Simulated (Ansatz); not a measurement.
`C[Si](F)(F)C#N` + H₂O → `C[Si](O)(F)F` + `C#N` at 500 K and 1 bar (formal hydrolysis of the Si–C bond).

Computed with Ansatz on PBE0-D4/def2-TZVP structures; ΔE is electronic, products minus reactants. CCSD(T)/CBS is the MP2 limit (def2-TZVPP, def2-QZVPP) plus CCSD(T) − MP2 in def2-TZVPP, frozen cores. This one scheme is used for every species. Each species was taken in one conformer, which may not be the lowest.

```csv
species,CCSD(T)/CBS energy (Eh),H − E (kJ/mol),S (J/(mol·K))
`C[Si](F)(F)C#N`,-621.42890,183.0,416.1
H₂O,-76.37941,73.2,206.3
`C[Si](O)(F)F`,-604.51944,195.1,395.3
`C#N`,-93.32098,60.1,220.8
```

H − E and S are ideal-gas, rigid-rotor, harmonic terms from PBE0-D4/def2-TZVP, for one conformer and one mirror image of each species. 1 Eh = 2625.50 kJ/mol, R = 8.31446 J/(mol·K).

Problem. By hand: ΔE, ΔH, ΔS and ΔG.

Solution. ΔE = (-604.51944) + (-93.32098) − (-621.42890) − (-76.37941) = -0.03211 Eh = -84.3 kJ/mol. Δ(H − E) = 195.1 + 60.1 − 183.0 − 73.2 = -1.0, so ΔH = -85.3 kJ/mol. ΔS = 395.3 + 220.8 − 416.1 − 206.3 = -6.3 J/(mol·K). ΔG = -85.3 − 500 × (-6.3)/1000 = -82.1 kJ/mol.

Problem. By hand: the equilibrium constant, and the temperature at which ΔG would vanish if ΔH and ΔS stayed fixed.

Solution. log₁₀ K = −ΔG/(RT ln 10) = 8.6. ΔG = 0 at ΔH/ΔS = 13540 K, far beyond where these terms or the molecules hold.

The number of gas molecules stays the same, so ΔS is small and ΔH decides. A doubt of 5 kJ/mol in ΔE shifts log₁₀ K by 0.5 here. Other conformers and mirror images would add mixing entropy, several J/(mol·K) or more a flexible species. These are equilibria of isolated gas molecules and say nothing of rates. Largest T1 diagnostic: 0.014 (customary marks: 0.02 for closed shells, 0.045 for open ones).
